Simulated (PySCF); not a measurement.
Fine-structure interval of Tm⁵⁰⁺ by level of theory

Tm⁵⁰⁺ [Ar] 3d1 [3d3/2^1, M_J = 3/2] → Tm⁵⁰⁺ [Ar] 3d1 [3d5/2^1, M_J = 5/2], as a difference of total energies. All numbers are calculated (PySCF 2.14, the two-component X2C-1e Hamiltonian, in an even-tempered Gaussian basis (15 s from 13 bohr⁻², ratio 2.8; 12 p from 17 bohr⁻², ratio 2.8; 8 d from 17 bohr⁻², ratio 2.8; 3 f from 52 bohr⁻², ratio 3)). Correlated levels: [Ne] frozen; the 72 highest virtual spinors dropped. "Screened" scales the spin-orbit matrix elements by Boettger's factors to mimic the two-electron term; Breit and QED terms are absent.

```json
{"method": "GHF (screened spin-orbit)", "fine-structure interval (cm⁻¹)": "450770"}
{"method": "GMP2 (screened spin-orbit)", "fine-structure interval (cm⁻¹)": "451230"}
{"method": "GHF (bare spin-orbit)", "fine-structure interval (cm⁻¹)": "527820"}
```
